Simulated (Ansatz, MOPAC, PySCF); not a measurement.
Noncovalent pair: C2H4 (SMILES C=C) (first 6 atoms) with H2 (SMILES [H][H]); geometry from B3LYP-D3(BJ)/def2-TZVP, rigid monomers moved along the line of their centres of mass till C2···H7 is 3.50 Å.
(charge 0, multiplicity 1):
```xyz
8

C      0.409     0.552    -0.329
C     -0.135    -0.614    -0.011
H      1.482     0.703    -0.311
H     -0.195     1.403    -0.619
H     -1.208    -0.765    -0.028
H      0.469    -1.465     0.279
H     -0.415     0.128     3.396
H     -0.552     0.091     4.128
```

Monomers are frozen at their geometry in the pair; levels with a basis set take the counterpoise correction. Rows marked so take none.

Correlated levels freeze the cores. CBS(a, b) extrapolates the correlation energy as X⁻³ and adds the Hartree–Fock energy of set b. Rows in 3-21G, 6-311+G**, 6-31G*, STO-3G carry no dispersion term and start afresh at each structure (6-31G* with six Cartesian d functions). MP2/6-31G* freezes PySCF's default core. The state that PM6 reach isn't checked.

Programs: Ansatz (a program for electronic structure); MOPAC for PM6 (differences of heats of formation); PySCF for 3-21G rows, 6-311+G** rows, 6-31G* rows, STO-3G rows, the dispersion terms. Each number belongs to the level named beside it.

Other levels give for the interaction energy: PBE/def2-TZVPPD -12.2; B3LYP/def2-TZVPPD -0.4; B3LYP-D3(BJ)/def2-TZVPPD -11.7; wB97M-V/def2-TZVPPD -12.5; CCSD(T)/CBS(aug-cc-pVDZ, aug-cc-pVTZ) -13.4 meV.

Common cheap choices:

```tsv
level	interaction energy (meV)	less -13.4 (CCSD(T)/CBS(aug-cc-pVDZ, aug-cc-pVTZ))
PM6	-0.7	12.7
HF/STO-3G (no counterpoise)	-1.7	11.7
HF/3-21G (no counterpoise)	-14.8	-1.5
B3LYP/3-21G (no counterpoise)	-15.1	-1.7
B3LYP/6-31G*	-1.1	12.3
B3LYP/6-311+G** (no counterpoise)	-0.3	13.1
M06-2X/6-31G* (no counterpoise)	-21.1	-7.8
MP2/6-31G* (no counterpoise)	-16.3	-2.9
```
